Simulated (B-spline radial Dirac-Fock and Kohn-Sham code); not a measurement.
Z = 32 (germanium), transition energy 144 keV. Calculated with a B-spline atomic structure program, using a Dirac-Hartree-Slater potential of the neutral atom with a Latter tail (no hole, which puts coefficients of high multipoles low close above an edge), finite nucleus with surface currents. Subshells that would emit electrons below 1 keV are left out.

**Question.** A pure transition shows α(K) = 1.12, L1/L2 = 2.57 and L1/L3 = 2.19. What is its multipolarity?
A. E1
B. M4
C. E4
D. E2
E. E3
F. M3
G. M2
H. M1

**Answer.** E. For comparison, α(K), L1/L2, L1/L3 are E1 0.0208, 32.2, 19.3; E2 0.167, 8.31, 6.28; E4 7.19, 1.05, 0.951; M1 0.0268, 28.1, 67.6; M2 0.203, 14.6, 20.4; M3 1.44, 8.99, 6.32; M4 10.3, 6.22, 2.93.
